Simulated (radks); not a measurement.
The numbers below are computed, except where a source is named.
Excited configurations of Fe22+: one electron is placed in a higher orbital outside [He] 2s1. The ground configuration is [He] 2s2. Code: a radial shooting solver on a logarithmic mesh with Libxc functionals. Model: non-relativistic Kohn-Sham, PBE, spin-polarised, spherical densities, point nucleus; open shells are filled with parallel spins first. Excitation = E - E(ground); binding = E(ion) - E, where the ion is the core of charge +23; n* = 23/sqrt(2 binding) in atomic units, and the quantum defect is n - n*.

outer orbital  excitation (eV)  binding (eV)  quantum defect  <r> (bohr)
2p                      38.568        1888.6           0.048      0.2088
3p                      1101.9        825.21           0.047      0.5276
5f                      1636.4        290.80           0.025       1.358
6f                      1724.7        202.43           0.037       2.067
7s                      1775.7        151.47           0.107       3.112
7d                      1777.6        149.55           0.063       3.023

The Delta-SCF ionisation energy is 1927.2 eV (NIST Atomic Spectra Database: 1950 eV, semi-empirical). Self-interaction in the functional shifts the binding energies and quantum defects, so they are the method's values and not measured ones.
